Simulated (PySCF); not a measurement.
# CdSi and its ions

PBE0; Cd def2-SVP with ECP28, Si def2-SVP; scalar-relativistic core potentials (PySCF 2.14). Neutral (UKS): triplet (π ↑↑), Re = 2.577 Å, ωe = 225 cm⁻¹, De = 0.80 eV, HOMO -5.23 eV, LUMO -2.90 eV.

CdSi⁺ (UKS): doublet (π ↑), Re = 2.684 Å, ωe = 217 cm⁻¹, De = 1.86 eV to Cd + Si⁺. The energies at the minima are -456.91537 hartree for CdSi and -456.65235 for CdSi⁺.

(1) Work out the adiabatic ionisation energy, without and with harmonic zero-point energies (1 hartree = 27.2114 eV, 1 eV = 8065.5 cm⁻¹), and the change of the bond length.

Spin–orbit coupling is left out. For an ion De counts to the pair picked by the measured ionisation energies or electron affinities, which need not be the lowest pair at this level. States were picked by a PBE0 search and need not be the measured ground states.

Answers

(1) At PBE0: 0.26302 hartree = 7.157 eV between the minima; the zero-point term (217.0 − 225.0)/2 cm⁻¹ = -0.000 eV makes it 7.157 eV. Re changes by +10.7 pm against the neutral. The electron leaves a π orbital, and the longer bond of the ion fits a bonding orbital, or a change in how ionic the bond is.
